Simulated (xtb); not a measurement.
HCu, charge -1, doublet, geometry from GFN2-xTB (such geometries of metal compounds can be far from the true shape) (the multiplicity is a formal guess), atoms displaced at random by about 0.1 Å a coordinate; GFN2-xTB (xtb).

The xtb input:
```
$ xtb mol.xyz --gfn 2 --chrg -1 --uhf 1 --opt tight --json

# file mol.xyz
2

Cu     0.05752444    -0.10887931     0.19545454
H     -0.09274557    -0.07731699     1.64978813
```

Output, abridged:

```
   ID    Z sym.   atoms
    1   29 Cu     1
    2    1 H      2

           -------------------------------------------------
          |                Calculation Setup                |
           -------------------------------------------------

           -------------------------------------------------
          |                 G F N 2 - x T B                 |
           -------------------------------------------------

          ...................................................
          :                      SETUP                      :
          :.................................................:
          :  # basis functions                  11          :
          :  # atomic orbitals                  10          :
          :  # shells                            4          :
          :  # electrons                        13          :
          :  max. iterations                   250          :
          :  Hamiltonian                  GFN2-xTB          :
          :  restarted?                      false          :
          :  GBSA solvation                  false          :
          :  PC potential                    false          :
          :  electronic temp.          300.0000000     K    :
          :  accuracy                    1.0000000          :
          :  -> integral cutoff          0.2500000E+02      :
          :  -> integral neglect         0.1000000E-07      :
          :  -> SCF convergence          0.1000000E-05 Eh   :
          :  -> wf. convergence          0.1000000E-03 e    :
          :  Broyden damping             0.4000000          :
          :  net charge                         -1          :
          :  unpaired electrons                  1          :
          ...................................................

 iter      E             dE          RMSdq      gap      omega  full diag
   1     -4.4567603 -0.445676E+01  0.144E+01    2.54       0.0  T
   2     -4.4660720 -0.931168E-02  0.114E+01    3.02       1.0  T
   3     -4.4820079 -0.159359E-01  0.681E+00    4.12       1.0  T
   4     -4.5114760 -0.294681E-01  0.582E+00    4.18       1.0  T
   5     -4.5145016 -0.302556E-02  0.426E+00    3.88       1.0  T
   6     -4.5093146  0.518706E-02  0.998E+00    4.20       1.0  T
   7     -4.5140676 -0.475304E-02  0.459E+00    3.51       1.0  T
   8     -4.5146428 -0.575158E-03  0.115E+00    3.73       1.0  T
   9     -4.5146638 -0.210524E-04  0.975E-01    3.72       1.0  T
  10     -4.5146783 -0.144683E-04  0.129E+00    3.72       1.0  T
  11     -4.5147655 -0.872010E-04  0.406E-01    3.67       1.0  T
  12     -4.5147749 -0.937759E-05  0.108E-01    3.66       1.0  T
  13     -4.5147756 -0.742554E-06  0.358E-02    3.65       2.0  T
  14     -4.5147757 -0.103036E-06  0.103E-02    3.65       6.8  T
  15     -4.5147757 -0.121206E-07  0.524E-04    3.65     134.8  T
  16     -4.5147757 -0.450244E-10  0.459E-04    3.65     154.1  T

   *** convergence criteria satisfied after 16 iterations ***

         :::::::::::::::::::::::::::::::::::::::::::::::::::::
         ::                     SUMMARY                     ::
         :::::::::::::::::::::::::::::::::::::::::::::::::::::
         :: total energy              -4.510494915917 Eh    ::
         :: gradient norm              0.022797160720 Eh/a0 ::
         :: HOMO-LUMO gap              3.651378656643 eV    ::
         ::.................................................::
         :: SCC energy                -4.514775708124 Eh    ::
         :: -> isotropic ES           -0.048552706752 Eh    ::
         :: -> anisotropic ES         -0.001165929638 Eh    ::
         :: -> anisotropic XC         -0.148915828504 Eh    ::
         :: -> dispersion             -0.000254054556 Eh    ::
         :: repulsion energy           0.004280792207 Eh    ::
         :: add. restraining           0.000000000000 Eh    ::
         :: total charge              -1.000000000000 e     ::
         :::::::::::::::::::::::::::::::::::::::::::::::::::::

      -----------------------------------------------------------
     |                   =====================                   |
     |                        A N C O P T                        |
     |                   =====================                   |
     |               Approximate Normal Coordinate               |
     |                Rational Function Optimizer                |
      -----------------------------------------------------------
      -----------------------------------------------------------
     |                   =====================                   |
     |                        A N C O P T                        |
     |                   =====================                   |
     |               Approximate Normal Coordinate               |
     |                Rational Function Optimizer                |
      -----------------------------------------------------------

          ...................................................
          :                      SETUP                      :
          :.................................................:
          :   optimization level             tight          :
          :   max. optcycles                   200          :
          :   ANC micro-cycles                  20          :
          :   degrees of freedom                 1          :
          :.................................................:
          :   RF solver                   davidson          :
          :   write xtbopt.log                true          :
          :   linear (good luck)              true          :
          :   energy convergence         0.1000000E-05 Eh   :
          :   grad. convergence          0.8000000E-03 Eh/α :
          :   maxmium RF displ.          1.0000000          :
          :   Hlow (freq-cutoff)         0.1000000E-01      :
          :   Hmax (freq-cutoff)         5.0000000          :
          :   S6 in model hess.         20.0000000          :
[...]
 * total energy  :    -4.5104949 Eh     change       -0.7265299E-11 Eh
 * total energy  :    -4.5113382 Eh     change       -0.8432422E-03 Eh
 * total energy  :    -4.5119096 Eh     change       -0.5714540E-03 Eh
 * total energy  :    -4.5119318 Eh     change       -0.2219609E-04 Eh
 * total energy  :    -4.5119321 Eh     change       -0.2876707E-06 Eh
   *** GEOMETRY OPTIMIZATION CONVERGED AFTER 5 ITERATIONS ***
[...]

 selected dihedral angles (degree)
 ---------------------------------

           -------------------------------------------------
          |                Final Singlepoint                |
           -------------------------------------------------

          ...................................................
          :                      SETUP                      :
          :.................................................:
          :  # basis functions                  11          :
          :  # atomic orbitals                  10          :
          :  # shells                            4          :
          :  # electrons                        13          :
          :  max. iterations                   250          :
          :  Hamiltonian                  GFN2-xTB          :
          :  restarted?                      false          :
          :  GBSA solvation                  false          :
          :  PC potential                    false          :
          :  electronic temp.          300.0000000     K    :
          :  accuracy                    1.0000000          :
          :  -> integral cutoff          0.2500000E+02      :
          :  -> integral neglect         0.1000000E-07      :
          :  -> SCF convergence          0.1000000E-05 Eh   :
          :  -> wf. convergence          0.1000000E-03 e    :
          :  Broyden damping             0.4000000          :
          :  net charge                         -1          :
          :  unpaired electrons                  1          :
          ...................................................

 iter      E             dE          RMSdq      gap      omega  full diag
   1     -4.5138569 -0.451386E+01  0.291E-05    3.63       0.0  T
   2     -4.5138569 -0.408562E-13  0.192E-05    3.63    3677.2  T
   3     -4.5138569 -0.355271E-13  0.566E-06    3.63   12484.9  T

   *** convergence criteria satisfied after 3 iterations ***

         :::::::::::::::::::::::::::::::::::::::::::::::::::::
         ::                     SUMMARY                     ::
         :::::::::::::::::::::::::::::::::::::::::::::::::::::
         :: total energy              -4.511932095907 Eh    ::
         :: gradient norm              0.000144762809 Eh/a0 ::
         :: HOMO-LUMO gap              3.633990643993 eV    ::
         ::.................................................::
         :: SCC energy                -4.513856891182 Eh    ::
         :: -> isotropic ES           -0.047469604399 Eh    ::
         :: -> anisotropic ES         -0.000805567036 Eh    ::
         :: -> anisotropic XC         -0.158741759347 Eh    ::
         :: -> dispersion             -0.000255576101 Eh    ::
         :: repulsion energy           0.001924795275 Eh    ::
         :: add. restraining           0.000000000000 Eh    ::
         :: total charge              -0.999999999527 e     ::
         :::::::::::::::::::::::::::::::::::::::::::::::::::::

           -------------------------------------------------
          |                Property Printout                |
           -------------------------------------------------

    * Orbital Energies and Occupations

         #    Occupation            Energy/Eh            Energy/eV
      -------------------------------------------------------------
         1        2.0000           -0.3566764              -9.7057
         2        2.0000           -0.2531587              -6.8888
         3        2.0000           -0.1791396              -4.8746
         4        2.0000           -0.1791396              -4.8746
         5        2.0000           -0.1410874              -3.8392
         6        1.5000           -0.1206877              -3.2841
         7        1.5000           -0.1206877              -3.2841 (HOMO)
         8                          0.0128590               0.3499 (LUMO)
         9                          0.0128590               0.3499
        10                          0.5998336              16.3223
      -------------------------------------------------------------
                  HL-Gap            0.1335467 Eh            3.6340 eV
             Fermi-level           -0.0873011 Eh           -2.3756 eV

     #   Z          covCN         q      C6AA      α(0)
     1  29 Cu       0.838    -0.930   168.691    29.734
     2   1 H        0.838    -0.070     4.667     3.387

 Mol. C6AA /au·bohr⁶  :        226.869971
 Mol. C8AA /au·bohr⁸  :      15561.476782
 Mol. α(0) /au        :         33.121337

Wiberg/Mayer (AO) data.
largest (>0.10) Wiberg bond orders for each atom

 ---------------------------------------------------------------------------
     #   Z sym  total        # sym  WBO       # sym  WBO       # sym  WBO
 ---------------------------------------------------------------------------
     1  29 Cu   0.995 --     2 H    0.995
     2   1 H    0.995 --     1 Cu   0.995
 ---------------------------------------------------------------------------

Topologies differ in total number of bonds
Writing topology from bond orders to xtbtopo.mol

molecular dipole:
                 x           y           z       tot (Debye)
 q only:       -0.097       0.203      -0.479
   full:       -0.312       0.249       1.601       4.193
molecular quadrupole (traceless):
                xx          xy          yy          xz          yz          zz
 q only:        0.402       0.032       0.363       0.017       0.128      -0.765
  q+dip:       -0.865       0.102      -0.877       0.091      -0.458       1.742
   full:        1.646       0.119       1.713       0.886      -0.625      -3.360

optimized geometry written to: xtbopt.xyz

           -------------------------------------------------
          | TOTAL ENERGY               -4.511932095907 Eh   |
          | GRADIENT NORM               0.000144762809 Eh/α |
          | HOMO-LUMO GAP               3.633990643993 eV   |
           -------------------------------------------------

normal termination of xtb
```
